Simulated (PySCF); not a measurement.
This script is equivalent to a calculation on Re²⁺ (rhenium, charge +2).

```python
from pyscf import gto, scf, dft, mp, cc
import basis_set_exchange as bse
mol = gto.M(atom="Re 0 0 0", charge=2, spin=5, symmetry="D2h",
            basis=gto.basis.parse(bse.get_basis("x2c-TZVPPall", elements=["Re"], fmt="nwchem", augment_diffuse=1)),
            nucmod="G")
mf = scf.UHF(mol).sfx2c1e()
mf.irrep_nelec = {'Ag': (11, 9), 'B1g': (3, 2), 'B2g': (3, 2), 'B3g': (3, 2), 'Au': (1, 1), 'B1u': (6, 6), 'B2u': (6, 6), 'B3u': (6, 6)}
mf.kernel()
```

Q: What total energy does it give?

A: -16687.43004 hartree (calculated).

Q: Which occupied shell lies highest, and where?

A: 5d α, at -28.252 eV.

Q: What is ⟨S²⟩, and what would a pure spin state give?

A: 8.756, against 8.75.

Spin-orbit coupling, which splits the p, d and f shells strongly at this Z, is absent.
